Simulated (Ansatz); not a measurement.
Gas-phase electronic energies from Ansatz, PBE0-D4/def2-TZVP geometries. CCSD(T)/CBS adds triple-zeta CCSD(T) − MP2 to the extrapolated MP2 energy (def2 sets, frozen cores). This one scheme is used for every species. Double bonds are as drawn, so ΔE can hold a change between cis and trans. Functionals use def2-TZVPP. B3LYP here is the variant with VWN-RPA as its local correlation; programs differ in this. One conformer a species, not always the lowest.

Reaction (redistribution): `NB(F)F` + `[SiH3]/C=C\[SiH2]Cl` → `NB(F)/C=C/[SiH3]` + `F[SiH2]Cl`

Problem. Is it downhill or uphill in electronic energy at CCSD(T)/CBS, and by how much? (An estimate is asked.)

Solution. Ansatz gave: Downhill: ΔE = -0.24 eV.

Problem. What do these levels give: PBE-D4, B3LYP-D4, B2PLYP, MP2/def2-TZVPP, CCSD/def2-TZVPP, CCSD(T)/def2-TZVPP? (Estimate.)

Solution. Computed: PBE-D4 -0.17, B3LYP-D4 -0.19, B2PLYP -0.27, MP2/def2-TZVPP -0.22, CCSD/def2-TZVPP -0.22, CCSD(T)/def2-TZVPP -0.21 eV.

Largest T1 diagnostic among the species: 0.012.

In def2-TZVPP, CCSD(T) changes the Hartree–Fock value by +0.06 eV (the triples alone add +0.01 eV) and MP2 by +0.05 eV. The D4 term adds +0.10 eV with B3LYP and +0.05 eV with PBE0; it sums over pairs of atoms, weighted by their polarisabilities, and B3LYP, whose exchange is more repulsive, gets the larger term.
